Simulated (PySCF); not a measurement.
Se(Br)(GeH3) (BrGeH₃Se), SMILES [GeH3][Se]Br. Atoms are numbered in the order given.

```xyz
6

Se     0.1137    -0.0715     1.0805
Br     0.4077    -1.6122    -0.6362
Ge    -0.5075     1.6517    -0.3902
H     -0.7865     2.8621     0.5122
H      0.6555     1.9234    -1.3479
H     -1.7632     1.2181    -1.1509
```

The structure is a stationary point at ωB97X-D3(BJ)/def2-SVP. The structure was generated by enumeration, and PubChem lists no compound with its InChIKey, so it may never have been made.

Two levels are set side by side: PBE/pcSseg-1 (PySCF) and B3LYP/pcSseg-1 (PySCF). GIAO shifts against GeH4 (⁷³Ge), Me2Se (⁷⁷Se), TMS (¹H) at the same level; non-relativistic, no solvent, atoms listed together averaged. Without spin–orbit terms, shifts of atoms bonded to Cl or Br come out too high at both levels. Differences are taken from unrounded values.

```tsv
quantity	B3LYP
δ(⁷⁷Se) of Se1 (ppm)	470.3
δ(⁷³Ge) of Ge3 (ppm)	192.5
δ(¹H) of H4, H5, H6 (ppm)	5.16
```

Task: What does PBE give, and how far is it from B3LYP? (Estimate from the structure and the level; the computed values follow.)

Result: 
```csv
quantity,PBE,PBE minus B3LYP
δ(⁷⁷Se) of Se1 (ppm),448.2,-22.1
δ(⁷³Ge) of Ge3 (ppm),199.6,7.0
"δ(¹H) of H4, H5, H6 (ppm)",5.31,0.15
```

Rough cost on one machine, each run with all the roots and properties that it gave: B3LYP against PBE within a factor of 2.
